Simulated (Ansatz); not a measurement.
`[BH2-]1[SH+][BH2-][SH+]1`, relaxed with RKS PBE0-D4/def2-TZVP in the Gaussian-basis code of Ansatz from a PBE-D4/def2-SVP geometry. The force threshold is 0.005 eV/Å; the program also tests the step.

The species carries charge 0 and has multiplicity 1.

Start:

```xyz
10

B     0.068    0.095   -1.302
S     0.757    1.275    0.128
B     0.452   -0.380    1.166
S    -0.722   -1.295   -0.137
H    -0.738    0.635   -2.035
H     1.048   -0.417   -1.812
H    -0.404    1.928    0.434
H    -0.072   -0.190    2.246
H     1.508   -0.986    1.145
H    -1.897   -0.665    0.167
```

| step | energy (eV) | largest force (eV/Å) | largest move (Å) |
| --- | --- | --- | --- |
| 1 | -23114.0330 | 0.564 | 0.000 |
| 2 | -23114.0664 | 0.212 | 0.031 |
| 3 | -23114.0710 | 0.053 | 0.027 |
| 4 (rejected) | -23114.0665 | 0.143 | 0.019 |
| 5 | -23114.0716 | 0.005 | 0.009 |
| 6 | -23114.0716 | 0.002 | 0.003 |

End:

```xyz
10

B     0.070    0.093   -1.297
S     0.726    1.267    0.131
B     0.452   -0.380    1.160
S    -0.731   -1.264   -0.130
H    -0.707    0.617   -2.039
H     1.043   -0.418   -1.774
H    -0.430    1.885    0.430
H    -0.042   -0.206    2.235
H     1.492   -0.974    1.112
H    -1.873   -0.621    0.172
```

Run time 19 s (2 threads of a server CPU on a shared host); peak host memory 0.45 GiB.
